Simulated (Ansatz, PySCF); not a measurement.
System: SiH2Cl, net charge 0, doublet state. SMILES: [SiH2]Cl
Structure (B3LYP-D3(BJ)/def2-TZVP (Ansatz, an electronic-structure program) minimum search):
```
Si
H 1 1.4844
H 1 1.4844 2 111.01
Cl 1 2.0680 2 108.33 3 118.83
```
Charge 0, spin multiplicity 2.

Wanted: atomisation energy, in kcal/mol. Conventions: atomisation electronic, to ground-state atoms; six Cartesian d functions in 6-31G* and its kin unless marked 5d; valence correlation only; dispersion terms only where a functional's name holds one; spin-orbit terms left out; UHF or UKS for open shells; non-relativistic. CBS marks a two-point X^-3 extrapolation of the correlation energy; Hartree-Fock from the larger set. Ab initio and DFT rows: single points at B3LYP-D3(BJ) geometries (Ansatz).

```
species            coefficient  E at M06-2X/6-31G* (5d) (PySCF), Eh  E at B3LYP/def2-TZVPD (Ansatz), Eh
-----------------  -----------  -----------------------------------  ----------------------------------
[SiH2]Cl (SiH2Cl)           -1                           -750.79281                          -750.94619
Cl atom                     +1                           -460.09600                          -460.16775
H atom                      +2                             -0.49667                            -0.50215
Si atom                     +1                           -289.32340                          -289.39218
```

Coupled cluster (Ansatz) is a level with limits of its own, used here on species with T1 under 0.025 (0.045 for open shells) and stable references: CCSD(T)/CBS(def2-TZVPPD,def2-QZVPPD). Value to compare with, CCSD(T)/CBS(def2-TZVPPD,def2-QZVPPD) (Ansatz): 243.6 kcal/mol. 1 Eh = 627.5095 kcal/mol.

Work the quantity out at each level, and compare with CCSD(T)/CBS(def2-TZVPPD,def2-QZVPPD) (Ansatz).


- M06-2X/6-31G* (5d): the sum of coefficient times E is 0.38007 Eh, or 238.50 kcal/mol. Result: 238.5 kcal/mol. Its difference against CCSD(T)/CBS(def2-TZVPPD,def2-QZVPPD) (Ansatz) is -5.1 kcal/mol.
- B3LYP/def2-TZVPD: the sum of coefficient times E is 0.38196 Eh, or 239.68 kcal/mol. Result: 239.7 kcal/mol. Its difference against CCSD(T)/CBS(def2-TZVPPD,def2-QZVPPD) (Ansatz) is -3.9 kcal/mol.
